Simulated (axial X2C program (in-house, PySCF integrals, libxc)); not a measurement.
Testing model relations on CoH⁺

A bond curve at the PBE0 level, two-component, was computed with an in-house relativistic program for diatomic molecules (basis Co dyall-cv3z [9s10p6d3f2g], H dyall-v3z [6s2p1d] (cores contracted in-house)) for the state Ω = 9/2 (⟨Sz⟩ = 1.50, ⟨Lz⟩ = 3.00 at PBE0). Its fit gives Re = 1.5139 Å, ωe = 1978.9 cm⁻¹, ωexe = 28.8 cm⁻¹ and αe = 1.836e-01 cm⁻¹; the masses are 58.9332 and 1.0078 u. Two-component means X2C with spin–orbit coupling and atomic mean-field Coulomb and Gaunt terms.

(1) Find the reduced mass, Be and the force constant.

(2) A Morse curve ties αe to the other constants (Pekeris). How well does that hold?

(3) Where do the fundamental and the first overtone lie?

(4) Scale the constants to the deuteride (D 2.0141 u) within the Born–Oppenheimer picture.

(5) Estimate the centrifugal constant by the Kratzer relation.

The state is a single determinant with fixed occupations, the lowest that a limited PBE0 search found. Density functionals use the spin component along the axis (collinear). The functionals have no current-density term, which raises determinants with orbital currents, atoms included. With several unpaired electrons one determinant need not be a pure state. A state of lower Ω lies just above, and one determinant can place such states too high, so the state shown need not be the lowest. The search has Ω = 3/2 only 0.01 eV up. The lowest spin-free determinant has another configuration (M_S = 3/2, Λ = 0), so the order of states is uncertain and this need not be the ground state.

## Answers

(1) From the PBE0 values: μ = 0.9909 u. Be = 16.8576/(μ Re²) = 7.423 cm⁻¹. k = 5.8918×10⁻⁷ μ ωe² = 2.29 mdyn/Å.

(2) αe(Morse) = 6Be²/ωe × (√(ωexe/Be) − 1) = 1.620e-01 cm⁻¹; the PBE0 curve gives 1.836e-01 cm⁻¹, a ratio of 0.88.

(3) ν(1←0) = ωe − 2ωexe = 1921.3 cm⁻¹; ν(2←0) = 2ωe − 6ωexe = 3785.0 cm⁻¹.

(4) ρ = √(μH/μD) = 0.7133; ωe = 1411.5, ωexe = 14.7, Be = 3.777 cm⁻¹; the zero-point energy falls by 280 cm⁻¹.

(5) D = 4Be³/ωe² = 4.18e-04 cm⁻¹.
